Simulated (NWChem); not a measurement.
Everything below was run with NWChem. System: H$_{3}$BF$_{2}$S, charge 0, spin multiplicity 1, at a geometry optimised with B3LYP/def2-SVP. The structure started from a generated list of species. Level: G0W0@PBE/def2-SVP, RI basis def2-svp-rifit.

Output (cleaned and shortened):

```
             Northwest Computational Chemistry Package (NWChem) 7.3.0
             --------------------------------------------------------

                                NWChem Input Module
                                -------------------

 Scaling coordinates for geometry "geometry" by  1.889725989
 (inverse scale =  0.529177249)

                             Geometry "geometry" -> ""
                             -------------------------

 Output coordinates in angstroms (scale by  1.889725989 to convert to a.u.)

  No.       Tag          Charge          X              Y              Z
 ---- ---------------- ---------- -------------- -------------- --------------
    1 B                    5.0000     1.09500700     0.79412100     0.06371000
    2 H                    1.0000     1.97092100     0.13122600     0.54285200
    3 F                    9.0000     0.33442100     1.56908100     0.81697200
    4 F                    9.0000     0.94247300     0.88030600    -1.24637400
    5 S                   16.0000    -0.99049800    -1.52272600     0.21277300
    6 H                    1.0000    -1.83742300    -0.57487500     0.67508800
    7 H                    1.0000    -1.25261100    -1.20782800    -1.07623800

 Effective nuclear repulsion energy (a.u.)     142.6175995945

            Nuclear Dipole moment (a.u.)
            ----------------------------
        X                 Y               Z
 ---------------- ---------------- ----------------
    -0.0000000000    -0.0000094486     0.0000037795


 Summary of "ao basis" -> "" (spherical)
 ------------------------------------------------------------------------------
       Tag                 Description            Shells   Functions and Types
 ---------------- ------------------------------  ------  ---------------------
 *                          def2-svp                  on all atoms

 new library libraries.bse/

 Summary of "ri basis" -> "" (spherical)
 ------------------------------------------------------------------------------
       Tag                 Description            Shells   Functions and Types
 ---------------- ------------------------------  ------  ---------------------
 *                       def2-svp-rifit               on all atoms

  pbe96 is a nonlocal functional; adding pw91lda local functional.

                                 NWChem DFT Module
                                 -----------------

 Summary of "ao basis" -> "ao basis" (spherical)
[...]
    67     -0.951625  6 H  s                 59      0.582764  5 S  py
    58     -0.451702  5 S  px                60     -0.365723  5 S  pz
    50      0.352720  5 S  s                 49     -0.226618  5 S  s
     3     -0.188354  1 B  s                 71     -0.176935  7 H  s

 center of mass
 --------------
 x =   0.07914361 y =   0.11086300 z =  -0.01149434

 moments of inertia (a.u.)
 ------------------
         677.469578781546        -307.720197486410          78.164226430187
        -307.720197486410         421.120030291841          18.826557509280
          78.164226430187          18.826557509280         772.865202063981

     Multipole analysis of the density
     ---------------------------------

     L   x y z        total         alpha         beta         nuclear
     -   - - -        -----         -----         ----         -------
     0   0 0 0     -0.000000    -21.000000    -21.000000     42.000000

     1   1 0 0     -0.385729     -0.192864     -0.192864     -0.000000
     1   0 1 0     -0.112193     -0.056092     -0.056092     -0.000009
     1   0 0 1     -0.097989     -0.048997     -0.048997      0.000004

     2   2 0 0    -20.450998    -80.795273    -80.795273    141.139547
     2   1 1 0      0.055338    -77.638339    -77.638339    155.332016
     2   1 0 1      0.494673     18.029010     18.029010    -35.563346
     2   0 2 0    -24.252754   -139.240888   -139.240888    254.229021
     2   0 1 1      0.779339      4.470600      4.470600     -8.161862
     2   0 0 2    -22.290287    -51.572083    -51.572083     80.853879

 Task  times  cpu:        3.9s     wall:        3.9s

                                NWChem Input Module
                                -------------------

                                 NWChem GW Module
                                 ----------------

                             ***********************
                             ***        GW       ***
                             ***********************

 Summary of "ri basis" -> "ri basis" (spherical)
 ------------------------------------------------------------------------------
       Tag                 Description            Shells   Functions and Types
 ---------------- ------------------------------  ------  ---------------------
 B                       def2-svp-rifit             16       48   6s5p4d1f
 H                       def2-svp-rifit              6       14   3s2p1d
 F                       def2-svp-rifit             16       48   6s5p4d1f
 S                       def2-svp-rifit             20       62   8s5p5d2f

                 Memory Information
                 ------------------
          Available GA per process is          1700.0 MBs
          Available stack per process is        700.0 MBs
          Available heap per process is           0.0 MBs

          Peak memory in Initialization
              Peak GA per process is                  3.7 MBs
              Peak stack per process is               0.0 MBs
              Peak heap per process is                4.0 MBs
              Memory not in MA per process            0.0 MBs

          Peak memory in AFF Calculation
              Peak GA per process is                 15.1 MBs
              Peak stack per process is               9.8 MBs
              Peak heap per process is                0.0 MBs
              Memory not in MA per process            9.8 MBs

          Computing 2-center integrals
          Computing Inverse Cholesky factor
          Computing 3-center integrals
          Computing V_xc ...

          Computing Sigma_x
          Computing RPA polarizability
          Solving quasiparticle equations

                  Alpha Orbitals
          State     Energy (eV)     Error (eV)
          -----------------------------------
@GW        18        -13.512           0.003
@GW        19        -12.499           0.002
@GW        20        -12.438           0.002
@GW        21         -9.398           0.002
@GW        22          3.293           0.002
@GW        23          3.616           0.002

   Applying  -2.9591 eV scissor-shift to rest of particle states

   Applying   3.8202 eV scissor-shift to rest of hole states

     GW Timing Statistics
   ------------------------
   Init.   :          0.1s
     ERIs  :          0.4s
     Distr.:          0.0s
     Vxc   :          0.3s
   Sigma_x :          0.0s
   RPA     :          0.4s
   Wmn     :          0.0s
   Sigma_c :          0.0s
   GW total:          1.2s

 Task  times  cpu:        1.2s     wall:        1.2s

 Total times  cpu:        5.2s     wall:        5.2s
```

Question: Write an NWChem input that would produce this output.

Answer: This is not unique; one that fits is 
```
start mol
memory heap 200 mb stack 700 mb global 1700 mb
geometry units angstroms nocenter noautoz noautosym
  B      1.095007     0.794121     0.063710
  H      1.970921     0.131226     0.542852
  F      0.334421     1.569081     0.816972
  F      0.942473     0.880306    -1.246374
  S     -0.990498    -1.522726     0.212773
  H     -1.837423    -0.574875     0.675088
  H     -1.252611    -1.207828    -1.076238
end
basis spherical
  * library def2-svp
end
basis "ri basis" bse spherical
  * library def2-svp-rifit
end
dft
  xc xpbe96 cpbe96
  iterations 100
  direct
  tolerances tight
end
task dft energy
gw
  states alpha occ 4 vir 2
end
task dft gw
```
